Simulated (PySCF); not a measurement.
Se₂: energy against distance

Set-up: Se cc-pVTZ-PP with ECP10; scalar-relativistic core potentials (PySCF 2.14). Energies in eV from Se + Se in their ground configurations at the same level. All curves are PBE0. state 1: ³Σg⁻ (triplet), unpaired electrons π ↑↑; state 2: Ms = 0 determinant of mixed spin (⟨S²⟩ near 1.0), unpaired electrons π ↑↓, a mixture of terms (⟨Lz²⟩ = 2.0), a second solution, started from another occupation; state 3: ⁵Πg (quintet), unpaired electrons σ ↑, π ↑↑↑, a second solution, started from another occupation.

```csv
R (Å),state 1,state 2,state 3
1.863,-1.997,-1.763,6.1762
1.949,-2.945,-2.714,4.2648
2.036,-3.459,-3.231,2.8324
2.101,-3.639,-3.412,2.0011
2.166,-3.687,-3.462,1.3368
2.231,-3.635,-3.413,0.8099
2.318,-3.454,-3.234,0.2801
2.426,-3.108,-2.892,-0.1675
2.556,-2.596,-2.383,-0.4759
2.729,-1.853,-1.645,-0.6309
```

Problem. Put a parabola through the three lowest points of the state 1 curve and estimate Re, k and ωe (reduced mass 39.96 u; 1 eV/Å² = 0.16022 mdyn/Å; ωe = 1302.8·√(k/μ) cm⁻¹).

Solution. Through R = 2.101, 2.166, 2.231 Å the second-order coefficient is 11.8 eV/Å², so Re ≈ 2.165 Å, k ≈ 3.79 mdyn/Å and ωe ≈ 401 cm⁻¹. A polynomial fit of higher order to the unrounded PBE0 energies gives Re = 2.162 Å, k = 3.82 mdyn/Å, ωe = 403 cm⁻¹; anharmonicity and rounding make the difference.

The higher-order fit for each curve: state 1: Re = 2.162 Å, ωe = 403 cm⁻¹, De = 3.69 eV; state 2: Re = 2.163 Å, ωe = 402 cm⁻¹, minimum 3.46 eV below the ground-state fragments; state 3: Re = 2.786 Å, ωe = 178 cm⁻¹, minimum 0.64 eV below the ground-state fragments.

Spin–orbit coupling is left out. The state is the lowest determinant that a PBE0 search found; another state may lie lower at other levels.
